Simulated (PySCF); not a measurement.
Cartesian coordinates in Å; atom numbers follow the order of the lines, from 1:
```xyz
13

Cl    2.474   -0.697   -1.937
Si    1.791   -0.288   -0.081
C    -0.080   -0.603   -0.038
C    -0.798   -0.139    1.200
C    -1.547    0.752    0.558
C    -0.975    0.426   -0.790
H     2.475   -1.168    0.864
H     2.074    1.116    0.209
H    -0.308   -1.638   -0.305
H    -0.699   -0.442    2.226
H    -2.295    1.464    0.856
H    -0.442    1.238   -1.283
H    -1.674   -0.019   -1.497
```

- shielding tensors at PBE0/pcSseg-1 (GIAO)
- structure optimised with GFN2-xTB
- program: PySCF
- relativity neglected, single conformer, no solvent

Scale: $^{13}$C (186.93 ppm), $^{1}$H (31.72 ppm), $^{29}$Si (349.16 ppm) vs TMS; $^{35}$Cl (949.78 ppm) against HCl (reference shieldings calculated alike).

```
atoms    nucleus  count  Hirshfeld charge  δ (ppm)
   H7    $^{1}$H      1             -0.08     5.24
  Cl1  $^{35}$Cl      1             -0.13      -64
   C5   $^{13}$C      1             -0.05    146.1
  Si2  $^{29}$Si      1              0.34        ?
  H10    $^{1}$H      1              0.05     6.16
   C4   $^{13}$C      1             -0.05        ?
  H11    $^{1}$H      1              0.05     6.41
  H12    $^{1}$H      1              0.04     2.66
   C3   $^{13}$C      1             -0.12     37.0
   C6   $^{13}$C      1             -0.07        ?
  H13    $^{1}$H      1              0.05     3.04
   H9    $^{1}$H      1              0.04        ?
   H8    $^{1}$H      1             -0.07     4.75
```

Q: Fill in the missing shifts.

A: 
- C4: 143.6 ppm, alkene CH; an sp2 carbon of a C=C bond
- C6: 36.1 ppm, allylic sp3 CH2; aliphatic region, no heteroatom directly attached
- H9: 2.83 ppm, hydrogen on an allylic sp3 CH bonded to Si; allylic position
- Si2: -11.0 ppm, silicon bonded to C, Cl, 2 H

Shifts are as computed. Against solution values, carbons near 30 ppm lie about +3 ppm off and those near 130 ppm about +5 ppm. Of 1211 compounds with measured shifts, 218 miss one by over three times the rms of a fit or turn the order of signals round; such compounds aren't used in these exercises.
